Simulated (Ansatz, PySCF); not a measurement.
Spin gap between two states, R1 and P1; the higher of the two is an excited state, each structure at its B3LYP-D3(BJ)/def2-TZVP stationary point, reached from a drawn start (curvature not checked).
R1, C2 (SMILES [C]#[C]) (charge 0, multiplicity 1):
```tsv
atom	x (Å)	y (Å)	z (Å)
C	0.0000	0.0000	-0.6236
C	0.0000	0.0000	0.6236
```
P1, C2 (SMILES [C]#[C]) (charge 0, multiplicity 3):
```xyz
2

C      0.000     0.000    -0.651
C      0.000     0.000     0.651
```

```tsv
level	spin gap (eV)
HF/cc-pVDZ	-3.002
HF/cc-pVQZ	-3.092
SVWN5/def2-TZVPP	-0.457
PBE-D3(BJ)/def2-TZVPP	-0.655
r2SCAN-D3(BJ)/def2-TZVPP	-1.002
B3LYP-D3(BJ)/def2-TZVPP	-0.999
B3LYP-D4/def2-TZVPP	-0.999
PBE0/def2-TZVPP	-1.076
PBE0-D3(BJ)/def2-TZVPP	-1.076
PBE0-D4/def2-TZVPP	-1.076
BHLYP-D4/def2-TZVPP	-1.512
M06-2X/def2-TZVPP	-1.006
B2PLYP/def2-TZVPP	-0.169
MP2/cc-pVDZ	1.082
SCS-MP2/cc-pVDZ	1.023
SCS-MP2/cc-pVQZ	1.128
CCSD/cc-pVTZ	0.276
CCSD/cc-pVQZ	0.258
CCSD(T)/cc-pVDZ	1.054
CCSD(T)/cc-pVQZ	0.927
```

P less R. No zero-point or thermal terms; singlets are restricted closed shells; open shells are unrestricted; no spin–orbit coupling.

Correlated levels freeze the cores.

Doubts at one or more of the structures used: other coupled-cluster roots may lie near (CCSD/cc-pVTZ, CCSD/cc-pVQZ, CCSD(T)/cc-pVDZ, CCSD(T)/cc-pVQZ); T1 above 0.05 (CCSD/cc-pVTZ, CCSD/cc-pVQZ, CCSD(T)/cc-pVDZ, CCSD(T)/cc-pVQZ); a doubt about the state reached (CCSD/cc-pVTZ, CCSD/cc-pVQZ, CCSD(T)/cc-pVDZ, CCSD(T)/cc-pVQZ).

Run with Ansatz (Gaussian basis) for Hartree–Fock, density functionals and correlated methods; PySCF for M06-2X and the D3/D4 terms. No computed number here is a measurement.

Ansatz is a quantum-chemistry and plane-wave program.
